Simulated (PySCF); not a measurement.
## Running PySCF for S⁺

Input:

```python
from pyscf import gto, scf

mol = gto.M(
    atom='S 0 0 0',
    basis='aug-cc-pvdz',
    charge=1,
    spin=3,
    verbose=4,
)
mf = scf.UHF(mol)
mf.kernel()
mf.dip_moment()
print('orbital energies (hartree):', [e[max(0, n-3):n+3].round(4) for e, n in zip(mf.mo_energy, mol.nelec)])
```

```bash
$ python input.py
```

Output (some set-up lines and the per-cycle HOMO/LUMO lines with their warnings removed):

```
PySCF version 2.14.0

[INPUT] Symbol           X                Y                Z      unit          X                Y                Z       unit  Magmom
[INPUT]  1 S      0.000000000000   0.000000000000   0.000000000000 AA    0.000000000000   0.000000000000   0.000000000000 Bohr   0.0

nuclear repulsion = 0
number of shells = 8
number of NR pGTOs = 50
number of NR cGTOs = 27
basis = aug-cc-pvdz
ecp = {}

******** <class 'pyscf.scf.uhf.UHF'> ********
method = UHF
initial guess = minao
damping factor = 0
level_shift factor = 0
DIIS = <class 'pyscf.scf.diis.CDIIS'>
SCF conv_tol = 1e-09
SCF max_cycles = 50
number electrons alpha = 9  beta = 6
init E= -397.174298905231

cycle= 1 E= -397.085538202098  delta_E= 0.0888  |g|= 0.274  |ddm|= 0.764
cycle= 2 E= -397.157600014966  delta_E= -0.0721  |g|= 0.05  |ddm|= 0.398
cycle= 3 E= -397.15955858489  delta_E= -0.00196  |g|= 0.0128  |ddm|= 0.0776
cycle= 4 E= -397.159763672404  delta_E= -0.000205  |g|= 0.00266  |ddm|= 0.0295
cycle= 5 E= -397.159772035971  delta_E= -8.36e-06  |g|= 0.000251  |ddm|= 0.00718
cycle= 6 E= -397.159772103557  delta_E= -6.76e-08  |g|= 1.1e-05  |ddm|= 0.000717
cycle= 7 E= -397.159772103645  delta_E= -8.79e-11  |g|= 6.76e-07  |ddm|= 2.6e-05
Extra cycle  E= -397.159772103646  delta_E= -3.98e-13  |g|= 1.42e-07  |ddm|= 1.36e-06
converged SCF energy = -397.159772103646  <S^2> = 3.7507526  2S+1 = 4.0003763

WARN: System has nonzero charge 1; the dipole moment is origin-dependent.
Location of origin: [0. 0. 0.]

Dipole moment(X, Y, Z, Debye):  0.00000,  0.00000,  0.00000
orbital energies (hartree): [array([-0.8621, -0.8621, -0.8621, -0.1099, -0.0689, -0.0689]), array([-7.0752, -7.0752, -1.0698, -0.3093, -0.3093, -0.3093])]
```

In short: E(SCF) = -397.159772 Eh, 7 cycles, ⟨S²⟩ = 3.751.

Wall time 0.79 s on one thread of a shared host.

No search for the lowest solution was made.
